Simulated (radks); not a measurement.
Task: Ti11+, configuration [Ne] 3s1. All-electron calculation, scalar-relativistic Kohn-Sham, LDA (Slater exchange, Perdew-Wang correlation), spin-polarised, spherical densities, finite nucleus; open shells are filled with parallel spins first; Fermi nuclear charge, rms radius 3.5921 fm. Program: a radial shooting solver on a logarithmic mesh with Libxc functionals. Some entries of the table are withheld. Estimate them.

orbital,occ.,eigenvalue (eV),<1/r> (bohr^-1),<r> (bohr)
1s up,1,-5144.054,21.77,0.06969
1s down,1,-5143.307,21.77,0.06969
2s up,1,-804.9467,4.592,0.3218
2s down,1,-804.0492,4.596,0.3214
2p up,3,-716.0514,4.506,0.2853
2p down,3,-715.2139,4.509,0.2850
3s up,1,-281.2288,(1),0.8469
3s down,0,-275.2425,(2),0.8476

Result: 
(1) 3s up <1/r> (bohr^-1): 1.699
(2) 3s down <1/r> (bohr^-1): 1.701
